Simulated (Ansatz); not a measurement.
System (SMILES): [F][Ge] (F-Ge), doublet.
Atoms: Ge1, F2. Bonds: Ge1-F2.

Basis-set convergence of the optimised Ge1-F2 bond length at HF with Ansatz (a quantum-chemistry and plane-wave program). All functions are spherical. The program fits the integrals of some runs and decomposes those of others, by size. Open shells are unrestricted. No added dispersion term, no relativity. Reference: the value in pcseg-4, 1.7258 Å, itself unsure by roughly 0.0015 Å (its mean distance from aug-pcseg-3, aug-cc-pVQZ, cc-pV5Z). Deviations are taken from unrounded values.

```json
[
 {"basis": "cc-pVDZ", "functions": "41", "optimised Ge1-F2 bond length (Å)": "1.7599"},
 {"basis": "aug-cc-pVDZ", "functions": "59", "optimised Ge1-F2 bond length (Å)": "1.7550"},
 {"basis": "pcseg-1", "functions": "41", "optimised Ge1-F2 bond length (Å)": "1.7747"},
 {"basis": "aug-pcseg-1", "functions": "59", "optimised Ge1-F2 bond length (Å)": "1.7704"},
 {"basis": "def2-SVP", "functions": "46", "optimised Ge1-F2 bond length (Å)": "1.7444"},
 {"basis": "def2-SVPD", "functions": "61", "optimised Ge1-F2 bond length (Å)": "1.7584"},
 {"basis": "cc-pVTZ", "functions": "73", "optimised Ge1-F2 bond length (Å)": "1.7310"},
 {"basis": "aug-cc-pVTZ", "functions": "105", "optimised Ge1-F2 bond length (Å)": "1.7323"},
 {"basis": "pcseg-2", "functions": "73", "optimised Ge1-F2 bond length (Å)": "1.7307"},
 {"basis": "aug-pcseg-2", "functions": "105", "optimised Ge1-F2 bond length (Å)": "1.7313"},
 {"basis": "def2-TZVPP", "functions": "79", "optimised Ge1-F2 bond length (Å)": "1.7321"},
 {"basis": "def2-TZVPPD", "functions": "94", "optimised Ge1-F2 bond length (Å)": "1.7330"},
 {"basis": "cc-pVQZ", "functions": "123", "optimised Ge1-F2 bond length (Å)": "1.7272"},
 {"basis": "aug-cc-pVQZ", "functions": "173", "optimised Ge1-F2 bond length (Å)": "1.7277"},
 {"basis": "pcseg-3", "functions": "128", "optimised Ge1-F2 bond length (Å)": "1.7273"},
 {"basis": "aug-pcseg-3", "functions": "178", "optimised Ge1-F2 bond length (Å)": "1.7274"},
 {"basis": "def2-QZVPP", "functions": "146", "optimised Ge1-F2 bond length (Å)": "1.7270"},
 {"basis": "def2-QZVPPD", "functions": "161", "optimised Ge1-F2 bond length (Å)": "1.7272"}
]
```

What the diffuse functions change, pair by pair:
- cc-pVDZ to aug-cc-pVDZ: 18 more functions, deviation 0.0340 to 0.0291 Å
- pcseg-1 to aug-pcseg-1: 18 more functions, deviation 0.0489 to 0.0446 Å
- def2-SVP to def2-SVPD: 15 more functions, deviation 0.0185 to 0.0325 Å
- cc-pVTZ to aug-cc-pVTZ: 32 more functions, deviation 0.0051 to 0.0064 Å
- pcseg-2 to aug-pcseg-2: 32 more functions, deviation 0.0048 to 0.0055 Å
- def2-TZVPP to def2-TZVPPD: 15 more functions, deviation 0.0062 to 0.0072 Å
- cc-pVQZ to aug-cc-pVQZ: 50 more functions, deviation 0.0013 to 0.0019 Å
- pcseg-3 to aug-pcseg-3: 50 more functions, deviation 0.0015 to 0.0016 Å
- def2-QZVPP to def2-QZVPPD: 15 more functions, deviation 0.0012 to 0.0013 Å

They bring the value nearer the reference by more than 0.0015 Å in 2 of 9 pairs.
